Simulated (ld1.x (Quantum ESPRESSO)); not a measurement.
## Pseudopotential generation for aluminium (Al): ultrasoft, BLYP, scalar-relativistic.

ld1.x (Quantum ESPRESSO) 7.5 was run on this input:

```
&input
   title='Al', zed=13., rel=1, dft='BLYP', iswitch=3,
   config='[Ne] 3s2 3p1',
   nld=2, rlderiv=2.60, eminld=-3.0, emaxld=5.0, deld=0.02
 /
 &inputp
   pseudotype=3, tm=.true., lloc=-1, rcloc=2.35,
   nlcc=.true.,
   file_pseudopw='Al.UPF', file_wfcaegen='ae.wfc', file_wfcncgen='nc.wfc', file_beta='beta', file_chi='chi', file_wfcusgen='us.wfc'
 /
4
3S  1  0   2.00   0.00  1.70  2.30  0.0
3S  1  0   0.00   3.15  1.70  2.30  0.0
3P  2  1   1.00   0.00  1.90  2.40  0.0
3P  2  1   0.00   0.15  1.90  2.40  0.0
 &test
   configts(1)='3s2 3p1'
 /
```

Command:

```bash
ld1.x < Al.in > Al.out
```

Output (shortened: banner, matrices, multipoles, cross overlaps and the repeated all-electron block are left out):

```
Program LD1 v.7.5
     --------------------------- All-electron run ----------------------------

     Al
     scalar relativistic calculation

     atomic number is 13.00
     dft =BLYP   lsd =0 sic =0 latt =0  beta=0.20 tr2=1.0E-14
     Exchange-correlation= BLYP
                           (   1   3   1   3   0   0   0)
     mesh =1135 r(mesh) = 100.48924 a.u. xmin = -7.00 dx = 0.01250
     1 Ry =  13.60569312 eV, c = 137.03599908

     n l     nl                  e(Ry)          e(Ha)          e(eV)
     1 0     1S 1( 2.00)      -111.1524       -55.5762     -1512.3055
     2 0     2S 1( 2.00)        -7.9333        -3.9667      -107.9384
     2 1     2P 1( 6.00)        -5.1164        -2.5582       -69.6127
     3 0     3S 1( 2.00)        -0.5609        -0.2804        -7.6308
     3 1     3P 1( 1.00)        -0.1884        -0.0942        -2.5634

     final scf error:  6.3E-15 reached in  22 iterations

     Etot =    -485.672430 Ry,    -242.836215 Ha,   -6607.910043 eV

     Ekin =     486.599833 Ry,     243.299916 Ha,    6620.527996 eV
     Encl =   -1161.194080 Ry,    -580.597040 Ha,  -15798.850310 eV
     Eh   =     226.093977 Ry,     113.046988 Ha,    3076.165267 eV
     Exc  =     -37.172160 Ry,     -18.586080 Ha,    -505.752996 eV

     normalization and overlap integrals

     s(1S/1S) =  1.000000  <r> =   0.1202  <r2> =    0.0195  r(max) =   0.0779
     s(2S/2S) =  1.000000  <r> =   0.6268  <r2> =    0.4715  r(max) =   0.4954
     s(2P/2P) =  1.000000  <r> =   0.6038  <r2> =    0.4642  r(max) =   0.4264
     s(3S/3S) =  1.000000  <r> =   2.5286  <r2> =    7.4947  r(max) =   2.0597
     s(3P/3P) =  1.000000  <r> =   3.4917  <r2> =   14.8061  r(max) =   2.6447

     ------------------------ End of All-electron run ------------------------

     --------------------- Generating US pseudopotential ---------------------

      Generating local potential from pseudized AE potential:
      Matching radius rcloc =   2.3500

      Local pseudo, rcloc= 2.363 Estimated cut-off energy=     4.32 Ry

      Computing core charge for nlcc:

       r > 1.31 : true rho core
       r < 1.31 : rho core = a sin(br)/r    a=   1.83  b=   2.07

      Integrated core pseudo-charge :   1.48

      Wfc   3S  rcut= 1.708  Using Troullier-Martins method
      Wfc-us  3S rcutus= 2.305  Estimated cut-off energy=     8.64 Ry

      Wfc   3S  rcut= 1.708  Using Troullier-Martins method
      Wfc-us  3S rcutus= 2.305  Estimated cut-off energy=    19.40 Ry

      Wfc   3P  rcut= 1.887  Using Troullier-Martins method
      Wfc-us  3P rcutus= 2.423  Estimated cut-off energy=    12.60 Ry

      Wfc   3P  rcut= 1.887  Using Troullier-Martins method
      Wfc-us  3P rcutus= 2.423  Estimated cut-off energy=    13.20 Ry

     ------------------- End of pseudopotential generation -------------------

     Computing logarithmic derivative in   2.59561
     Computing logarithmic derivative in   2.59561
     Computing the partial wave expansion
     R is outside the sphere for l=    0 j= 0.00
     R is outside the sphere for l=    0 j= 0.00
     R is outside the sphere for l=    1 j= 0.00
     R is outside the sphere for l=    1 j= 0.00

     ---------------------- Testing the pseudopotential ----------------------

     Al
     scalar relativistic calculation

     atomic number is 13.00   valence charge is  3.00
     dft =BLYP   lsd =0 sic =0 latt =0  beta=0.20 tr2=1.0E-14
     mesh =1135 r(mesh) = 100.48924 xmin = -7.00 dx = 0.01250

     n l     nl             e AE (Ry)        e PS (Ry)    De AE-PS (Ry)
     1 0     3S   1( 2.00)       -0.56085       -0.56085        0.00000
     2 1     3P   1( 1.00)       -0.18841       -0.18841        0.00000

     eps = 6.2E-15  iter = 17

     Etot =    -485.672430 Ry,    -242.836215 Ha,   -6607.910043 eV
     Etotps =    -5.200063 Ry,      -2.600032 Ha,     -70.750466 eV

     Ekin =       1.325078 Ry,       0.662539 Ha,      18.028604 eV
     Encl =      -7.342441 Ry,      -3.671221 Ha,     -99.899004 eV
     Ehrt =       2.881787 Ry,       1.440893 Ha,      39.208709 eV
     Ecxc =      -2.608545 Ry,      -1.304272 Ha,     -35.491057 eV
     (Ecc =      -1.268504 Ry,      -0.634252 Ha,     -17.258880 eV)
     Epseu=       0.544058 Ry,       0.272029 Ha,       7.402282 eV

     ---------------------- End of pseudopotential test ----------------------
```

Generation and configuration tests took about 0.81 s on one core of a shared server CPU.

Transferability test of the new file with ld1.x, input:

```
&input
   title='Al', zed=13., rel=1, dft='BLYP', iswitch=2,
   config='[Ne] 3s2 3p1'
 /
 &test
   file_pseudo='Al.UPF', nconf=8,
   configts(1)='3s2 3p1',
   configts(2)='3s2 3p0',
   configts(3)='3s1 3p0',
   configts(4)='3s2 3p0.5',
   configts(5)='3s2 3p1.3',
   configts(6)='3s0 3p3',
   configts(7)='3s1 3p2',
   configts(8)='3s1 3p1'
 /
```

```bash
ld1.x < Al.test.in > Al.test.out
```

Pseudopotential blocks of its output, shortened (energy terms left out):

```
     ---------------------- Testing the pseudopotential ----------------------

     n l     nl             e AE (Ry)        e PS (Ry)    De AE-PS (Ry)
     1 0     3S   1( 2.00)       -0.56085       -0.56085        0.00000
     2 1     3P   1( 1.00)       -0.18841       -0.18841        0.00000

     eps = 5.8E-15  iter = 14

     Etot =    -485.672430 Ry,    -242.836215 Ha,   -6607.910043 eV
     Etotps =    -5.200063 Ry,      -2.600032 Ha,     -70.750466 eV

     ---------------------- End of pseudopotential test ----------------------

          ---------------------- Testing the pseudopotential ----------------------

     n l     nl             e AE (Ry)        e PS (Ry)    De AE-PS (Ry)
     1 0     3S   1( 2.00)       -1.08192       -1.08159       -0.00033
     2 1     3P   1( 0.00)       -0.65810       -0.65785       -0.00025

     eps = 1.0E-14  iter = 12

     Etot =    -485.258845 Ry,    -242.629423 Ha,   -6602.282934 eV
     Etotps =    -4.786538 Ry,      -2.393269 Ha,     -65.124161 eV
     dEtot_ae =       0.413585 Ry
     dEtot_ps =       0.413526 Ry,   Delta E=       0.000059 Ry

     ---------------------- End of pseudopotential test ----------------------

          ---------------------- Testing the pseudopotential ----------------------

     n l     nl             e AE (Ry)        e PS (Ry)    De AE-PS (Ry)
     1 0     3S   1( 1.00)       -1.75250       -1.75072       -0.00178
     2 1     3P   1( 0.00)       -1.26978       -1.26807       -0.00171

     eps = 9.8E-15  iter =  9

     Etot =    -483.846525 Ry,    -241.923263 Ha,   -6583.067341 eV
     Etotps =    -3.375124 Ry,      -1.687562 Ha,     -45.920899 eV
     dEtot_ae =       1.825905 Ry
     dEtot_ps =       1.824940 Ry,   Delta E=       0.000965 Ry

     ---------------------- End of pseudopotential test ----------------------

          ---------------------- Testing the pseudopotential ----------------------

     n l     nl             e AE (Ry)        e PS (Ry)    De AE-PS (Ry)
     1 0     3S   1( 2.00)       -0.80652       -0.80643       -0.00009
     2 1     3P   1( 0.50)       -0.40880       -0.40875       -0.00005

     eps = 8.0E-15  iter = 24

     Etot =    -485.524516 Ry,    -242.762258 Ha,   -6605.897562 eV
     Etotps =    -5.052152 Ry,      -2.526076 Ha,     -68.738025 eV
     dEtot_ae =       0.147915 Ry
     dEtot_ps =       0.147912 Ry,   Delta E=       0.000003 Ry

     ---------------------- End of pseudopotential test ----------------------

          ---------------------- Testing the pseudopotential ----------------------

     n l     nl             e AE (Ry)        e PS (Ry)    De AE-PS (Ry)
     1 0     3S   1( 2.00)       -0.43313       -0.43315        0.00001
     2 1     3P   1( 1.30)       -0.07472       -0.07472        0.00000

     eps = 5.6E-15  iter = 19

     Etot =    -485.711479 Ry,    -242.855740 Ha,   -6608.441330 eV
     Etotps =    -5.239116 Ry,      -2.619558 Ha,     -71.281806 eV
     dEtot_ae =      -0.039049 Ry
     dEtot_ps =      -0.039053 Ry,   Delta E=       0.000004 Ry

     ---------------------- End of pseudopotential test ----------------------

          ---------------------- Testing the pseudopotential ----------------------

     n l     nl             e AE (Ry)        e PS (Ry)    De AE-PS (Ry)
     1 0     3S   1( 0.00)       -0.67593       -0.67593        0.00001
     2 1     3P   1( 3.00)       -0.27251       -0.27245       -0.00006

     eps = 2.3E-15  iter =  6

     Etot =    -484.894428 Ry,    -242.447214 Ha,   -6597.324781 eV
     Etotps =    -4.422002 Ry,      -2.211001 Ha,     -60.164405 eV
     dEtot_ae =       0.778002 Ry
     dEtot_ps =       0.778061 Ry,   Delta E=      -0.000059 Ry

     ---------------------- End of pseudopotential test ----------------------

          ---------------------- Testing the pseudopotential ----------------------

     n l     nl             e AE (Ry)        e PS (Ry)    De AE-PS (Ry)
     1 0     3S   1( 1.00)       -0.62282       -0.62279       -0.00002
     2 1     3P   1( 2.00)       -0.23328       -0.23324       -0.00004

     eps = 9.5E-15  iter =  8

     Etot =    -485.291133 Ry,    -242.645566 Ha,   -6602.722229 eV
     Etotps =    -4.818753 Ry,      -2.409376 Ha,     -65.562474 eV
     dEtot_ae =       0.381297 Ry
     dEtot_ps =       0.381310 Ry,   Delta E=      -0.000013 Ry

     ---------------------- End of pseudopotential test ----------------------

          ---------------------- Testing the pseudopotential ----------------------

     n l     nl             e AE (Ry)        e PS (Ry)    De AE-PS (Ry)
     1 0     3S   1( 1.00)       -1.14241       -1.14204       -0.00037
     2 1     3P   1( 1.00)       -0.70778       -0.70744       -0.00034

     eps = 8.8E-15  iter = 13

     Etot =    -484.829562 Ry,    -242.414781 Ha,   -6596.442233 eV
     Etotps =    -4.357311 Ry,      -2.178655 Ha,     -59.284236 eV
     dEtot_ae =       0.842869 Ry
     dEtot_ps =       0.842752 Ry,   Delta E=       0.000116 Ry

     ---------------------- End of pseudopotential test ----------------------
```
